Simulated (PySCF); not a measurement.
## Radial density of Ag (silver, neutral)

M06-2X, [Kr] 4d10 5s1, 2S determinant. Computed with PySCF 2.14 in cc-pVDZ-PP with ECP28MDF, with scalar relativity through the core potential. This is the valence pseudo-density: the core potential removes the inner electrons and smooths the orbitals near the nucleus.

| r (bohr) | 4πr²ρ (e/bohr) | 4πr²(ρα − ρβ) |
| --- | --- | --- |
| 0.0201 | 1.452e-05 | 0.0000 |
| 0.0338 | 3.698e-05 | 0.0000 |
| 0.0568 | 9.514e-05 | 0.0000 |
| 0.0955 | 0.0004908 | 0.0000 |
| 0.161 | 0.006173 | 0.0000 |
| 0.270 | 0.1085 | -0.0001 |
| 0.454 | 2.516 | 0.0083 |
| 0.764 | 16.72 | 0.0302 |
| 1.29 | 11.97 | 0.0538 |
| 2.16 | 2.499 | 0.3295 |
| 3.64 | 0.4272 | 0.2466 |
| 6.12 | 0.03632 | 0.0357 |
| 10.3 | 0.0001646 | 0.0002 |

Energies and moments cover only the electrons outside the core potential.
